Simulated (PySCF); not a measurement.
C$_{2}$H$_{6}$AuClS, singlet, geometry from GFN2-xTB (such geometries of metal compounds can be far from the true shape) (core potentials on Au); PySCF with PBE0/def2-SVP.

Here is a job for PySCF.
```python
from pyscf import gto, scf, dft

mol = gto.M(
    atom='''
Au    0.304767   -0.290589   -0.000285
Cl    2.388115   -1.051518    0.362976
C    -1.566653    2.079981   -1.320270
S    -1.865177    0.563661   -0.360261
C    -2.291717    1.317024    1.239884
H    -0.811443    2.688847   -0.833913
H    -2.504583    2.621169   -1.406144
H    -1.224028    1.774526   -2.303428
H    -1.492404    1.972298    1.570516
H    -2.428370    0.507244    1.949023
H    -3.220695    1.867632    1.122398
''',
    basis='def2-svp',
    ecp={'Au': 'def2-svp'},
    charge=0,
    spin=0,
    verbose=4,
)

mf = dft.RKS(mol)
mf.xc = 'pbe0'
mf.kernel()
```

The log (banner, timings and long lists left out):

```
PySCF version 2.14.0

[INPUT] verbose = 4
[INPUT] num. atoms = 11
[INPUT] num. electrons = 70
[INPUT] charge = 0
[INPUT] spin (= nelec alpha-beta = 2S) = 0
[INPUT] symmetry False subgroup None
[INPUT] Mole.unit = angstrom
[INPUT] Symbol           X                Y                Z      unit          X                Y                Z       unit  Magmom
[...]
nuclear repulsion = 369.457465029089
number of shells = 58
number of NR pGTOs = 219
number of NR cGTOs = 126
basis = def2-svp
ecp = {'Au': 'def2-svp'}

******** <class 'pyscf.dft.rks.RKS'> ********
method = RKS
initial guess = minao
damping factor = 0
level_shift factor = 0
DIIS = <class 'pyscf.scf.diis.CDIIS'>
diis_start_cycle = 1
diis_space = 8
diis_damp = 0
SCF conv_tol = 1e-09
SCF conv_tol_grad = None
SCF max_cycles = 50
direct_scf = True
direct_scf_tol = 1e-13
XC library pyscf.dft.libxc version 7.1.2
    S. Lehtola, C. Steigemann, M. J. T. Oliveira, and M. A. L. Marques,  SoftwareX 7, 1–5 (2018)
XC functionals = pbe0
    C. Adamo and V. Barone,  J. Chem. Phys. 110, 6158 (1999)
    M. Ernzerhof and G. E. Scuseria,  J. Chem. Phys. 110, 5029 (1999)
radial grids:
    Treutler-Ahlrichs [JCP 102, 346 (1995); DOI:10.1063/1.469408] (M4) radial grids

becke partition: Becke, JCP 88, 2547 (1988); DOI:10.1063/1.454033
pruning grids: <function nwchem_prune>
grids dens level: 3
symmetrized grids: False
atomic radii adjust function: <function treutler_atomic_radii_adjust>
small_rho_cutoff = 0
Set gradient conv threshold to 3.16228e-05
Initial guess from minao.
tot grids = 149152
init E= -1061.68197985051
[...]
cycle= 1 E= -1072.03667317987  delta_E= -10.4  |g|= 2.01  |ddm|= 10.5
[...]
cycle= 2 E= -1044.60834976372  delta_E= 27.4  |g|= 5.97  |ddm|= 31.5
[...]
cycle= 3 E= -1072.82408876545  delta_E= -28.2  |g|= 1.17  |ddm|= 31.3
[...]
cycle= 4 E= -1073.15285469059  delta_E= -0.329  |g|= 0.72  |ddm|=  1.8
[...]
cycle= 5 E= -1073.28656593463  delta_E= -0.134  |g|= 0.151  |ddm|= 1.12
[...]
cycle= 6 E= -1073.29137249115  delta_E= -0.00481  |g|= 0.0755  |ddm|= 0.315
[...]
cycle= 7 E= -1073.29286953577  delta_E= -0.0015  |g|= 0.0135  |ddm|= 0.117
[...]
cycle= 8 E= -1073.29291151095  delta_E= -4.2e-05  |g|= 0.00444  |ddm|= 0.0187
[...]
cycle= 9 E= -1073.29291666681  delta_E= -5.16e-06  |g|= 0.00124  |ddm|= 0.00679
[...]
cycle= 10 E= -1073.29291707982  delta_E= -4.13e-07  |g|= 0.000251  |ddm|= 0.00187
[...]
cycle= 11 E= -1073.29291709252  delta_E= -1.27e-08  |g|= 9.56e-05  |ddm|= 0.000383
[...]
cycle= 12 E= -1073.29291709456  delta_E= -2.03e-09  |g|= 1.37e-05  |ddm|= 0.000127
[...]
cycle= 13 E= -1073.29291709461  delta_E= -4.91e-11  |g|= 2.23e-06  |ddm|= 1.91e-05
[...]
Extra cycle  E= -1073.29291709461  delta_E=    0  |g|= 1.72e-06  |ddm|= 5.97e-06
converged SCF energy = -1073.29291709461
```
